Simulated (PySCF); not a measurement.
## Calculated data, CH$_{5}$B$_{2}$Si

Calculation on a computer-drawn molecule: the log of a Hartree-Fock and frozen-core CCSD(T) single point meant for a local Hartree-Fock minimum, with one planted fault or none, to be diagnosed. Offsets are logged minus clean, where the clean run is the same molecule without the fault. The reference is restricted for singlets and unrestricted otherwise, and also for a bond in bohr or an excited solution. Adding or removing an electron swaps singlet and doublet. The excited solution moves the top pair (singlet) or top alpha electron (doublet) to the lowest empty orbital. Highest occupied and lowest empty are orbital energies over both spins, largest force is the largest gradient component, triples share is (T) over the correlation energy, the T1 limit is 0.02 restricted and 0.045 unrestricted, electrons count all cores, a negative frequency is imaginary (commonest isotopes), and the dipole is about the centre of nuclear charge. Program: PySCF 2.14.0.

### CH$_{5}$B$_{2}$Si

Logged structure:
```xyz
9
CH5B2Si
B      0.2007    -1.1374     1.4919
C      0.2107    -1.6372     0.2324
Si    -0.3895    -0.7676    -1.2076
B     -1.1288     0.9611    -1.2271
H      0.1857    -0.7015     2.5514
H      0.6015    -2.6130     0.0846
H     -0.2342    -1.5737    -2.3911
H     -1.2315     1.5735    -0.2325
H     -1.4896     1.4312    -2.2353
```

* meant charge: 0
* meant multiplicity: 2
* meant basis: cc-pV(D+d)Z
* logged electrons: 35
* logged basis functions: 90
* logged SCF converged: yes
* logged spin squared: 0.7791
* logged highest occupied: -7.1768 eV
* logged lowest empty: 1.0813 eV
* logged largest force: 0.019661 hartree/bohr
* logged T1 diagnostic: 0.017591
* logged D1 diagnostic: 0.055411
* logged triples share: 0.034219
* logged CC converged: yes
* logged dipole magnitude: 2.9491 debye
* logged SCF stable within its kind: yes
* logged energy HF: -378.97281 hartree
* logged energy CCSD(T): -379.41304 hartree
* possible faults: no fault, one electron removed, one electron added, multiplicity raised by two, geometry at a saddle point, SCF held on an excited solution, minimal basis STO-3G, one bond length entered in bohr, all coordinates scaled
* planted fault: all coordinates scaled, by -2.5 %
* HF energy offset from clean run: 3.433 kcal/mol
* CCSD(T) energy offset from clean run: 5.471 kcal/mol

Drawn bonds:
```
atom  other atom  order
   1           2      1
   2           3      2
   3           4      1
   1           5      1
   2           6      1
   3           7      1
   4           8      1
   4           9      1
```
